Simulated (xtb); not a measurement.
hexane (C6H14), SMILES CCCCCC. All values are semi-empirical tight-binding results from xtb (GFN2-xTB unless named), good for trends rather than for accurate numbers. The structure is a stationary point at GFN2-xTB. The values are those of a single conformer.

Optimised geometry:

```xyz
20

C      2.8442     0.8749    -0.3538
C      1.8352     0.0312     0.4157
C      0.4528     0.0678    -0.2318
C     -0.5620    -0.7694     0.5436
C     -1.9288    -0.8510    -0.1372
C     -2.6631     0.4844    -0.1736
H      2.9427     0.5136    -1.3753
H      2.5246     1.9144    -0.3890
H      3.8218     0.8326     0.1208
H      2.1863    -1.0025     0.4605
H      1.7621     0.3993     1.4419
H      0.1151     1.1044    -0.2826
H      0.5248    -0.3101    -1.2547
H     -0.6841    -0.3521     1.5461
H     -0.1667    -1.7825     0.6555
H     -1.8011    -1.2223    -1.1567
H     -2.5432    -1.5756     0.4029
H     -2.7630     0.8906     0.8308
H     -3.6591     0.3562    -0.5918
H     -2.1303     1.2066    -0.7863
```
Charge 0, spin multiplicity 1.

```yaml
orbital_gap: 13.17 eV
dipole_moment: 0.04 D
zero_point_energy: 117.6 kcal/mol
G − E(el) at 298.15 K (modified RRHO): 97.1 kcal/mol
static polarisability (D4 model): 75.2 bohr³
solvation energy, GFN2-xTB/ALPB(water): -0.2 kcal/mol
solvation energy, GFN2-xTB/ALPB(octanol): -3.6 kcal/mol
```

Computed IR lines (harmonic; lines under 4 % of the strongest left out, lines within 3 cm⁻¹ merged):
ν (cm⁻¹): 771 (w), 942 (w), 2955 (w), 2959 (w), 2970 (m), 2975 (w), 2979 (vs), 2989 (m), 3029 (vs), 3033 (m), 3037 (w), 3046 (m) (against the strongest line: vs over 80 %, s over 45 %, m over 15 %, w over 4 %, vw less)

Give the atomic charges and the Wiberg bond orders between heavy atoms. (An estimate is asked for; the answer gives what the named calculation found.)

charges (e) C1 -0.10, C2 -0.05, C3 -0.06, C4 -0.06, C5 -0.05, C6 -0.10, H7 0.03, H8 0.03, H9 0.03, H10 0.03, H11 0.03, H12 0.03, H13 0.03, H14 0.03, H15 0.03, H16 0.03, H17 0.03, H18 0.03, H19 0.03, H20 0.03. Bond orders C1–C2 1.02, C2–C3 1.01, C3–C4 1.01, C4–C5 1.01, C5–C6 1.02.
